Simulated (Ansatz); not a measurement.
`N#[C][Sn]([F])([Cl])[Cl]` + NH₃ → `[NH2][Sn]([F])([Cl])[Cl]` + `C#N` at 500 K and 1 bar (ligand exchange at the Sn–C bond).

Isolated molecules relaxed with PBE0-D4/def2-TZVP in Ansatz; ΔE leaves out vibrations. CCSD(T)/CBS is the MP2 limit (def2-TZVPP, def2-QZVPP) plus CCSD(T) − MP2 in def2-TZVPP, frozen cores. This one scheme is used for every species. Elements past krypton have def2 core potentials. For Sn outer-core shells are correlated without core-valence functions, which leaves a few kJ/mol of doubt a bond. Each species was taken in one conformer, which may not be the lowest.

```tsv
species	CCSD(T)/CBS energy (Eh)	H − E (kJ/mol)	S (J/(mol·K))
`N#[C][Sn]([F])([Cl])[Cl]`	-1326.22933	79.7	453.6
NH₃	-56.50880	108.2	211.8
`[NH2][Sn]([F])([Cl])[Cl]`	-1289.42050	125.4	451.2
`C#N`	-93.32098	60.1	220.8
```

H − E and S are ideal-gas, rigid-rotor, harmonic terms from PBE0-D4/def2-TZVP, for one conformer and one mirror image of each species. 1 Eh = 2625.50 kJ/mol, R = 8.31446 J/(mol·K).

Problem. By hand: ΔE, ΔH, ΔS and ΔG.

Solution. ΔE = (-1289.42050) + (-93.32098) − (-1326.22933) − (-56.50880) = -0.00335 Eh = -8.8 kJ/mol. Δ(H − E) = 125.4 + 60.1 − 79.7 − 108.2 = -2.4, so ΔH = -11.2 kJ/mol. ΔS = 451.2 + 220.8 − 453.6 − 211.8 = 6.6 J/(mol·K). ΔG = -11.2 − 500 × (6.6)/1000 = -14.5 kJ/mol.

Problem. By hand: the equilibrium constant, and the temperature at which ΔG would vanish if ΔH and ΔS stayed fixed.

Solution. log₁₀ K = −ΔG/(RT ln 10) = 1.5. ΔH and −TΔS have one sign here, so there is no such temperature.

The number of gas molecules stays the same, so ΔS is small and ΔH decides. A doubt of 5 kJ/mol in ΔE shifts log₁₀ K by 0.5 here. Other conformers and mirror images would add mixing entropy, several J/(mol·K) or more a flexible species. Modes under 60 cm⁻¹, often nearly free rotors, make the harmonic entropy too high. These are equilibria of isolated gas molecules and say nothing of rates. Largest T1 diagnostic: 0.014 (customary marks: 0.02 for closed shells, 0.045 for open ones).

ΔS is within the doubt of such terms, so its sign, and with it that verdict, could turn.
